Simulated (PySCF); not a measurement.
**Assignment exercise: C$_{4}$H$_{10}$O$_{2}$Si**

Atoms are numbered as in `[CH3:1][Si:2]([CH3:3])([CH3:4])[O:5][CH:6]=[O:7]`. Hydrogens are named by the atom that carries them.

How the numbers were obtained: NMR shieldings at PBE0/pcSseg-1/GIAO, structure optimised with GFN2-xTB, in PySCF 2.14.0 with density-fitted response routines (relativity neglected, single conformer, one averaged value for each set of equivalent atoms, isolated molecule).

Scale: 13C and 1H vs TMS (reference shieldings calculated alike).

Problem. Assign these signals to the numbered atoms. 13C{1H} NMR (computed): δ 165.3, 0.3.

Solution. 
165.3 → C6, carbonyl carbon
0.3 → C1/C3/C4, methyl carbon bonded to Si: an electropositive neighbour leaves it electron-rich and shielded

Problem. Assign these signals to the numbered atoms. 1H NMR (600 MHz, computed): δ 8.09 (s, 1H), 0.34 (s, 9H).

Solution. 
| δ (ppm) | atoms | environment | reason |
| --- | --- | --- | --- |
| 8.09 | H(C6) | hydrogen on a carbonyl carbon | – |
| 0.34 | H(C1)/H(C3)/H(C4) | hydrogen on a methyl carbon bonded to Si | an electropositive neighbour shields it, as in TMS itself |

Shifts are as computed. Against solution values, carbons near 30 ppm lie about +3 ppm off and those near 130 ppm about +5 ppm. Of 1211 compounds with measured shifts, 218 miss one by over three times the rms of a fit or turn the order of signals round; such compounds aren't used in these exercises. No couplings were computed; multiplicities are counted from neighbouring protons, with m where these are inequivalent, close in shift, in a saturated or five-membered ring or joined by F or P, and br s for small geminal =CH2 splittings.
